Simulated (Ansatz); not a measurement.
Cost and result for the atomization energy of `C=C([SiH3])C=S` (11 atoms, 10 bonds).

```xyz
11

C    -0.121    0.842    1.310
C     0.048    0.291    0.101
Si   -0.288   -1.533   -0.179
C     0.448    1.105   -1.048
S     1.297    2.480   -1.017
H    -0.420    0.252    2.169
H     0.028    1.908    1.458
H    -1.357   -1.695   -1.201
H    -0.715   -2.142    1.106
H     0.934   -2.215   -0.679
H     0.146    0.707   -2.020
```

The species carries charge 0 and has multiplicity 1. The structure was optimised at the PBE0-D4/def2-TZVP level. It is one conformer, not always the lowest. Program: Ansatz. All runs use 4 threads of an Arm Neoverse V1 on a shared host. Times are those of one run each, without the atoms' runs, and a repeat can differ threefold. Electronic energies, without spin–orbit coupling; frozen cores. CCSD(T)/CBS adds CCSD(T) − MP2 in def2-TZVPP to the MP2 limit, and its time is that of the two runs behind it. T1 = 0.016; the RHF reference is unstable towards UHF. B3LYP takes the VWN-RPA correlation (the form of Gaussian; ORCA's B3LYP/G).

CCSD(T)/CBS is a level of theory with its own doubt, some kJ/mol a heavy atom from the limit and from the frozen cores, so smaller differences don't rank the functionals.

```json
{"level": "PBE-D4/def2-TZVPP (with forces)", "functions": "261", "wall time": "3.2 s", "atomization (kcal/mol)": "1006.3", "difference from CCSD(T)/CBS": "22.8", "per bond": "2.3"}
{"level": "PBE0-D4/def2-TZVPP", "functions": "261", "wall time": "3.9 s", "atomization (kcal/mol)": "988.7", "difference from CCSD(T)/CBS": "5.2", "per bond": "0.5"}
{"level": "B3LYP-D4/def2-TZVPP (with forces)", "functions": "261", "wall time": "6 s", "atomization (kcal/mol)": "985.3", "difference from CCSD(T)/CBS": "1.8", "per bond": "0.2"}
{"level": "r2SCAN-D4/def2-TZVPP (with forces)", "functions": "261", "wall time": "6.5 s", "atomization (kcal/mol)": "987.9", "difference from CCSD(T)/CBS": "4.4", "per bond": "0.4"}
{"level": "B2PLYP/def2-TZVPP", "functions": "261", "wall time": "8 s", "atomization (kcal/mol)": "973.7", "difference from CCSD(T)/CBS": "-9.8", "per bond": "-1.0"}
{"level": "ωB97X-V/def2-TZVPP", "functions": "261", "wall time": "9.5 s", "atomization (kcal/mol)": "985.6", "difference from CCSD(T)/CBS": "2.1", "per bond": "0.2"}
{"level": "ωB97M-V/def2-TZVPP (with forces)", "functions": "261", "wall time": "14 s", "atomization (kcal/mol)": "986.9", "difference from CCSD(T)/CBS": "3.4", "per bond": "0.3"}
{"level": "MP2/def2-QZVPP", "functions": "491", "wall time": "34 s", "atomization (kcal/mol)": "987.1", "difference from CCSD(T)/CBS": "3.6", "per bond": "0.4"}
{"level": "CCSD(T)/def2-TZVPP", "functions": "261", "wall time": "2.7 min", "atomization (kcal/mol)": "958.3", "difference from CCSD(T)/CBS": "-25.2", "per bond": "-2.5"}
{"level": "CCSD(T)/CBS(def2)", "functions": "–", "wall time": "3.3 min", "atomization (kcal/mol)": "983.5", "difference from CCSD(T)/CBS": "0.0", "per bond": "0.0"}
```

In def2-TZVPP, CCSD(T) changes the Hartree–Fock value by +239.5 kcal/mol (the triples alone add +18.0 kcal/mol) and MP2 by +253.5 kcal/mol; breaking electron pairs costs correlation energy, which Hartree–Fock lacks. The D4 term adds +10.7 kcal/mol with B3LYP and +5.6 kcal/mol with PBE0; it sums over pairs of atoms, weighted by their polarisabilities, and B3LYP, whose exchange is more repulsive, gets the larger term. From PBE to PBE0 (25 % exact exchange), in def2-TZVPP and without D4, the atomization energy moves by −16.6 kcal/mol: exact exchange takes away binding that semilocal exchange gives to molecules.
